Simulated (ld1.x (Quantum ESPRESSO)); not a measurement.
## Varying the ultrasoft potential for thulium (Tm)

Base potential:

```
Element                 : Tm
Generator               : ld1.x (Quantum ESPRESSO) 7.5
Type                    : ultrasoft
Functional              : PBE
Relativity              : scalar-relativistic
Frozen core             : [Kr] 4d10
Valence charge          : 23
Reference configuration : 4f13 5s2 5p6 5d0 6s1.5 6p0 (charge +0.5)
Partial waves           : 5s (bound): rcut 1.60, rcutus 2.00 bohr; 6s (bound): rcut 1.60, rcutus 2.00 bohr; 5p (bound): rcut 1.95, rcutus 2.25 bohr; 6p (bound, empty): rcut 1.95, rcutus 2.25 bohr; 5d (bound, empty): rcut 2.30, rcutus 2.60 bohr; 5d channel at 1.8 Ry: rcut 2.30, rcutus 2.60 bohr; 4f (bound): rcut 0.85, rcutus 1.05 bohr; 4f channel at 3.7 Ry: rcut 0.85, rcutus 1.05 bohr
Local potential         : all-electron potential smoothed inside 1.55 bohr (lloc = -1)
Core correction         : Bessel-smoothed model core inside 0.90 bohr
Augmentation charge     : PSQ, inside the norm-conserving radii
```

Cutoffs, loose and tight: the cutoffs (Ry, on a coarse ladder) from which the occupation-weighted sum of valence levels, in a spherical-Bessel basis at the reference potential, stays within 10 and 1 mRy of its value at 400 Ry. They do not see the model core or the augmentation charge, which bear on the density cutoff. Test errors are all-electron minus pseudo excitation energies from the reference, over the configurations 4f13 5s2 5p6 5d0 6s2 6p0; 4f13 5s2 5p6 5d0 6s1 6p0; 4f13 5s2 5p6 5d0 6s0 6p0; 4f12 5s2 5p6 5d1 6s1 6p0; 4f13 5s2 5p5 5d0 6s2 6p0; 4f12 5s2 5p6 5d1 6s2 6p0; 4f13 5s2 5p6 5d1 6s0 6p0. A dash means not determined; rows that change the core or the reference have their own tests.

Cutoffs are not given where the Bessel-basis levels miss the radial ones by over 6 mRy, ghosts where they miss by over 20 mRy; a channel whose overlap is not positive is not tested.

A file whose overlap is not positive is unfit for use, and its test errors describe a broken file.

| change | outcome | bound ghosts | largest test error (meV) |
| --- | --- | --- | --- |
| base | generated, overlap not positive | not determined (overlap not positive) | +411 |
| waves 4f (bound): rcut 0.66, rcutus 0.70 bohr; 4f channel at 3.7 Ry: rcut 0.66, rcutus 0.70 bohr | generated, overlap not positive | not determined (overlap not positive) | +406 |
| waves 4f (bound): rcut 0.72, rcutus 0.76 bohr; 4f channel at 3.7 Ry: rcut 0.72, rcutus 0.76 bohr | generated, overlap not positive | not determined (overlap not positive) | +394 |
| waves 4f (bound): rcut 0.82, rcutus 0.86 bohr; 4f channel at 3.7 Ry: rcut 0.82, rcutus 0.86 bohr | generated, overlap not positive | not determined (overlap not positive) | +382 |
| waves 4f (bound): rcut 0.85, rcutus 1.00 bohr; 4f channel at 3.7 Ry: rcut 0.85, rcutus 1.00 bohr | generated, overlap not positive | not determined (overlap not positive) | +415 |
| waves 4f (bound): rcut 0.85, rcutus 1.08 bohr; 4f channel at 3.7 Ry: rcut 0.85, rcutus 1.08 bohr | generated, overlap not positive | not determined (overlap not positive) | +406 |
| waves 4f (bound): rcut 0.85, rcutus 1.18 bohr; 4f channel at 3.7 Ry: rcut 0.85, rcutus 1.18 bohr | generated, overlap not positive | not determined (overlap not positive) | +398 |
| waves 4f (bound): rcut 0.85, rcutus 1.26 bohr; 4f channel at 3.7 Ry: rcut 0.85, rcutus 1.26 bohr | generated, overlap not positive | not determined (overlap not positive) | +425 |
| waves 4f (bound): rcut 0.85, rcutus 1.38 bohr; 4f channel at 3.7 Ry: rcut 0.85, rcutus 1.38 bohr | generated, overlap not positive | not determined (overlap not positive) | +423 |
| waves 4f (bound): rcut 0.85, rcutus 1.50 bohr; 4f channel at 3.7 Ry: rcut 0.85, rcutus 1.50 bohr | generated, overlap not positive | not determined (overlap not positive) | +413 |
| waves 4f (bound): rcut 0.85, rcutus 1.60 bohr; 4f channel at 3.7 Ry: rcut 0.85, rcutus 1.60 bohr | generated, overlap not positive | not determined (overlap not positive) | +418 |
